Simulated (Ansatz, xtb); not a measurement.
## Relative energy of two isomers of C2H10N2Si

Structure I: `CC[SiH](N)N`, a singlet. Structure II: `C[Si](C)(N)N`, a singlet. Both are isolated molecules in the gas phase, relaxed with PBE-D3(BJ)/def2-SVP; the shapes shown needn't be the lowest conformers.

I (Å):

```tsv
atom	x (Å)	y (Å)	z (Å)
C	1.9982	-1.3936	0.6335
C	0.9117	-1.4246	-0.4510
N	-1.2948	-0.5433	1.2233
N	-1.6807	-0.0457	-1.4900
Si	-0.4588	-0.1268	-0.2510
H	2.8088	-2.1270	0.4396
H	2.4731	-0.3923	0.7060
H	1.5876	-1.6300	1.6381
H	1.3667	-1.2589	-1.4530
H	0.4342	-2.4286	-0.4986
H	0.2012	1.2370	-0.3222
H	-0.7492	-0.9010	2.0112
H	-2.0310	0.0831	1.5593
H	-2.2386	-0.8754	-1.7063
H	-1.4984	0.5041	-2.3320
```

II (Å):

```yaml
atoms:
  - { symbol: C, position_ang: [0.9544, -0.2893, 1.5013] }
  - { symbol: C, position_ang: [-0.9312, -2.2247, -0.0009] }
  - { symbol: N, position_ang: [0.3221, 0.3048, -1.2572] }
  - { symbol: N, position_ang: [1.8664, -2.0629, -0.7390] }
  - { symbol: Si, position_ang: [0.5519, -1.0592, -0.1721] }
  - { symbol: H, position_ang: [0.1240, 0.3473, 1.8722] }
  - { symbol: H, position_ang: [1.1386, -1.0809, 2.2552] }
  - { symbol: H, position_ang: [1.8638, 0.3428, 1.4409] }
  - { symbol: H, position_ang: [-1.2270, -2.6611, -0.9781] }
  - { symbol: H, position_ang: [-0.7088, -3.0627, 0.6920] }
  - { symbol: H, position_ang: [-1.8119, -1.6812, 0.3988] }
  - { symbol: H, position_ang: [0.0271, 0.1138, -2.2193] }
  - { symbol: H, position_ang: [-0.1854, 1.1208, -0.9027] }
  - { symbol: H, position_ang: [1.6420, -2.9112, -1.2633] }
  - { symbol: H, position_ang: [2.6891, -1.6067, -1.1413] }
```

Quicker runs give these differences E(II) − E(I): GFN2-xTB +5.6 kcal/mol; HF/STO-3G −14.9 kcal/mol (at GFN2-xTB geometries); r2SCAN-D4/def2-SVP −13.0 kcal/mol (at GFN2-xTB geometries).

Task: Estimate E(II) − E(I) at the level CCSD(T)/def2-SVP + ΔMP2/def2-TZVPP.

Result: Calculated at CCSD(T)/def2-SVP + ΔMP2/def2-TZVPP: E(II) − E(I) = −12.8 kcal/mol, so structure II lies lower.

How the difference moves with the method:

```json
{"level": "GFN2-xTB", "geometry": "GFN2-xTB", "E(II) − E(I) (kcal/mol)": "+5.6", "departure from the last row (kcal/mol)": "+18.4", "job, with rough time for the two": "optimisation, 0.32 s"}
{"level": "HF/STO-3G", "geometry": "GFN2-xTB", "E(II) − E(I) (kcal/mol)": "−14.9", "departure from the last row (kcal/mol)": "−2.2", "job, with rough time for the two": "single point, 0.69 s"}
{"level": "r2SCAN-D4/def2-SVP", "geometry": "GFN2-xTB", "E(II) − E(I) (kcal/mol)": "−13.0", "departure from the last row (kcal/mol)": "−0.2", "job, with rough time for the two": "single point, 5.3 s"}
{"level": "PBE-D3(BJ)/def2-SVP", "geometry": "PBE-D3(BJ)/def2-SVP", "E(II) − E(I) (kcal/mol)": "−11.2", "departure from the last row (kcal/mol)": "+1.6", "job, with rough time for the two": "optimisation, 44 s"}
{"level": "HF/def2-SVP", "geometry": "PBE-D3(BJ)/def2-SVP", "E(II) − E(I) (kcal/mol)": "−10.8", "departure from the last row (kcal/mol)": "+2.0", "job, with rough time for the two": "part of the CCSD(T) run"}
{"level": "MP2/def2-SVP", "geometry": "PBE-D3(BJ)/def2-SVP", "E(II) − E(I) (kcal/mol)": "−10.8", "departure from the last row (kcal/mol)": "+2.0", "job, with rough time for the two": "part of the CCSD(T) run"}
{"level": "CCSD(T)/def2-SVP", "geometry": "PBE-D3(BJ)/def2-SVP", "E(II) − E(I) (kcal/mol)": "−10.1", "departure from the last row (kcal/mol)": "+2.7", "job, with rough time for the two": "single point"}
{"level": "CCSD(T)/def2-SVP + ΔMP2/def2-TZVPP", "geometry": "PBE-D3(BJ)/def2-SVP", "E(II) − E(I) (kcal/mol)": "−12.8", "departure from the last row (kcal/mol)": "", "job, with rough time for the two": "single point, 54 s"}
```

As drawn, II has 1 C–Si, 1 C–H in place of 1 C–C, 1 Si–H.

GFN2-xTB puts the two in the other order. The largest departure from CCSD(T)/def2-SVP + ΔMP2/def2-TZVPP is that of GFN2-xTB, 18.4 kcal/mol. The last row adds to CCSD(T) the change of the MP2 difference between the two basis sets, here −2.7 kcal/mol.

With thermal terms from frequencies at re-optimised GFN2-xTB minima (ideal gas, soft modes damped towards free rotors, one conformer each, 298.15 K, 1 atm): the zero-point term adds +0.1 kcal/mol; ΔH is −12.1 and ΔG −13.4 kcal/mol.

The correlated steps freeze 9 core orbitals. Codes used: Ansatz 0.2.0, xtb 6.7.1; the last row on 2 threads of Intel(R) Xeon(R) Processor @ 2.70GHz on a shared host.
